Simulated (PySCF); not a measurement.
Sn(NCS)H3, CH3NSSn.
SMILES: `[H][Sn]([H])([H])[N]=C=S`

Method used: PySCF, TDDFT wB97X-D/def2-SVPD, vertical, gas phase, core orbitals frozen in the response, def2 core potentials past Kr. Isolated species at its PBE0-D3(BJ)/def2-SVP geometry, gas phase. Spin–orbit coupling is left out.

Question: What does the calculation give for the low-lying excited states?

Answer: 

```csv
state,λ (nm),E (eV),f,|μ| (D),"main configurations (H = HOMO, L = LUMO)"
S1,242.4,5.11,0.0000,0.00,"H-1/H→L+2 (≥36%), H-1/H→L+3 (≥35%)"
S2,232.7,5.33,0.0003,0.12,"H-1/H→L+2 (≥38%), H-1/H→L+3 (≥37%)"
S3,232.6,5.33,0.0003,0.13,"H-1/H→L+3 (≥38%), H-1/H→L+2 (≥38%)"
S4,200.8,6.18,0.0035,0.39,"H-1/H→L (≥66%), H-1/H→L+1 (≥14%), H-1/H→L+4 (≥14%)"
S5,200.8,6.18,0.0033,0.38,"H-1/H→L (≥66%), H-1/H→L+1 (≥14%), H-1/H→L+4 (≥14%)"
S6,187.8,6.60,0.023,0.95,"H-1/H→L+1 (≥76%), H-1/H→L (≥9%)"
S7,187.8,6.60,0.023,0.97,"H-1/H→L+1 (≥76%), H-1/H→L (≥9%)"
S8,177.4,6.99,1.052,6.30,"H-1/H→L+3 (≥40%), H-1/H→L+2 (≥39%)"
S9,169.6,7.31,0.029,1.02,"H-1/H→L+4 (≥53%), H-1/H→L+8 (≥12%), H-1/H→L (≥10%)"
S10,169.6,7.31,0.029,1.02,"H-1/H→L+4 (≥53%), H-1/H→L+8 (≥12%), H-1/H→L (≥10%)"
```

Triplets (Tamm–Dancoff): T1 4.63 eV, H-1/H→L+2 (≥33%), H-1/H→L+3 (≥33%); T2 4.87 eV, H-1/H→L+2 (≥34%), H-1/H→L+3 (≥34%); T3 4.87 eV, H-1/H→L+3 (≥34%), H-1/H→L+2 (≥34%).

The lowest singlet comes at 242 nm (493 kJ/mol) in the ultraviolet; it is dark (f under 0.0005); its leading configuration is HOMO-1/HOMO→LUMO+2 (≥36%). The strongest level in the table is S8 at 6.99 eV (177 nm, f = 1.052). S2/S3, S4/S5, S6/S7 and S9/S10 lie within about 0.01 eV of each other in each set; the point group C3v has degenerate representations, and within a degenerate level the listed configurations can mix freely. Löwdin shares by element: HOMO (one of a set within 0.03 eV) sulfur 58%, nitrogen 20%, carbon 19%; LUMO (one of a set within 0.03 eV) tin 55%, hydrogen 34%. The listed states span 2.20 eV, and the widest gap between neighbours is 0.85 eV (S3 to S4). Weighted by f, the mean energy of these states is 6.98 eV. Orbital energies (eV): HOMO-3 -11.89, HOMO-2 -11.89, HOMO-1 -8.83, HOMO -8.83, LUMO 0.92, LUMO+1 0.95, LUMO+2 1.39. The vertical ionisation energy (ΔSCF) is 9.22 eV, 1.91 eV above S10. Orbitals of the list HOMO-3 to LUMO+2 that lie within 0.01 eV of each other are written together with a slash and their weights summed (≥ marks a lower bound); for degenerate orbitals outside that list single weights are arbitrary. Singlets were solved by full linear response, triplets in the Tamm–Dancoff approximation.

On one thread of an x86-64 server (shared host), this took 19 s of wall time.
